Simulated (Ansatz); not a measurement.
`C=C(F)[NH][AlH2]`, charge 0, multiplicity 1.

Task: Give a relaxed structure at PBE0-D4/def2-TZVP (Ansatz 0.2.0). (An estimate is asked.)

Result: Computed: 
```xyz
10

C     1.9711    0.0266    0.4666
C     0.7960   -0.0322   -0.1520
F     0.7580   -0.2000   -1.4833
N    -0.4696    0.0527    0.3580
Al   -2.0602   -0.0264   -0.4779
H     2.0211    0.1610    1.5372
H     2.8847   -0.0605   -0.1010
H    -0.4570    0.1788    1.3601
H    -3.2714    0.1203    0.5270
H    -2.1727   -0.2203   -2.0347
```
Point group Cs.
This is one stationary point; other conformers may exist.
